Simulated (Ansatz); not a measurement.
A run on C$_{2}$H$_{4}$FGaSi, SMILES `FC1=C[SiH]1[GaH2]` with other settings.

```yaml
crystal:
  periodic: [false, false, false]
  atoms:
    - {symbol: F, position_ang: [0.269735, -2.527705, 1.267333]}
    - {symbol: C, position_ang: [0.538002, -1.308790, 0.836180]}
    - {symbol: C, position_ang: [1.534478, -0.714643, 0.222499]}
    - {symbol: Si, position_ang: [0.135339, 0.446816, 0.595164]}
    - {symbol: Ga, position_ang: [-1.422029, 1.099871, -1.121260]}
    - {symbol: H, position_ang: [2.515077, -0.932289, -0.176362]}
    - {symbol: H, position_ang: [0.290719, 1.359390, 1.766776]}
    - {symbol: H, position_ang: [-1.432123, 0.286714, -2.465010]}
    - {symbol: H, position_ang: [-2.429199, 2.290635, -0.925300]}
basis:
  gaussian: {orbitals: def2-mTZVPP}
magnetization: {spin_polarized: true, initial_magnetization: 0}
hamiltonian: {xc: {name: r2SCAN}}
```

```sh
$ ansatz run in.yaml --threads 4 --pin off --events-out ev --progress --plain --max-ram 10444MiB
```

It prints (some lines left out):

```
Functional definition: r2SCAN
1371 factors; their error is unknown
mean field evaluation 1: about -65099.0375 eV, gradient 4.4e1 eV
mean field evaluation 2: about -65031.6657 eV, gradient 9.7e1 eV
mean field evaluation 4: about -65106.4706 eV, gradient 1.4e1 eV
mean field evaluation 8: about -65107.4853 eV, gradient 1.4e-1 eV
mean field evaluation 16: about -65107.4536 eV, gradient 1.1e-3 eV
mean field -65107.45359758 eV, -2392.6547882940 hartree, gradient 2.9e-5 eV, S^2 0.000000; 0 other end points of the search recorded, 0 dependent functions left out
reference -65107.45361451 eV, -2392.6547889163 hartree; 35, 35 occupied and 110, 110 virtual orbitals, 1371 factors
Total energy: -65107.45361451 eV, -2392.6547889163 hartree
```

Hardware: 4 threads of an Arm Neoverse V1 on a shared host. Wall time 6 s, peak host memory 0.29 GiB.
